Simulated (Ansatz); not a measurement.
`[SiH3][O][Mg][Cl]` + CH₃OH → `C[O][Mg][O][SiH3]` + HCl at 600 K and 1 bar (ligand exchange at a Mg–Cl bond).

Program: Ansatz. Geometries: PBE0-D4/def2-TZVP. ΔE: electronic, gas phase. CCSD(T)/CBS adds triple-zeta CCSD(T) − MP2 to the extrapolated MP2 energy (def2 sets, frozen cores). This one scheme is used for every species. For Mg outer-core shells are correlated without core-valence functions, which leaves a few kJ/mol of doubt a bond. Each species was taken in one conformer, which may not be the lowest.

```
            species  CCSD(T)/CBS energy (Eh)  H − E (kJ/mol)  S (J/(mol·K))
`[SiH3][O][Mg][Cl]`              -1025.89888           132.1          412.9
              CH₃OH               -115.61712           163.6          277.3
`C[O][Mg][O][SiH3]`               -681.10456           254.1          500.0
                HCl               -460.38127            35.4          207.2
```

H − E and S are ideal-gas, rigid-rotor, harmonic terms from PBE0-D4/def2-TZVP, for one conformer and one mirror image of each species. 1 Eh = 2625.50 kJ/mol, R = 8.31446 J/(mol·K).

Q: By hand: ΔE, ΔH, ΔS and ΔG.

A: ΔE = (-681.10456) + (-460.38127) − (-1025.89888) − (-115.61712) = 0.03017 Eh = 79.2 kJ/mol. Δ(H − E) = 254.1 + 35.4 − 132.1 − 163.6 = -6.2, so ΔH = 73.0 kJ/mol. ΔS = 500.0 + 207.2 − 412.9 − 277.3 = 17.0 J/(mol·K). ΔG = 73.0 − 600 × (17.0)/1000 = 62.8 kJ/mol.

Q: By hand: the equilibrium constant, and the temperature at which ΔG would vanish if ΔH and ΔS stayed fixed.

A: log₁₀ K = −ΔG/(RT ln 10) = -5.5. ΔG = 0 at ΔH/ΔS = 4294 K, far beyond where these terms or the molecules hold.

ΔH outweighs TΔS. A doubt of 5 kJ/mol in ΔE shifts log₁₀ K by 0.4 here. Other conformers and mirror images would add mixing entropy, several J/(mol·K) or more a flexible species. Modes under 60 cm⁻¹, often nearly free rotors, make the harmonic entropy too high. These are equilibria of isolated gas molecules and say nothing of rates. Largest T1 diagnostic: 0.011 (customary marks: 0.02 for closed shells, 0.045 for open ones).
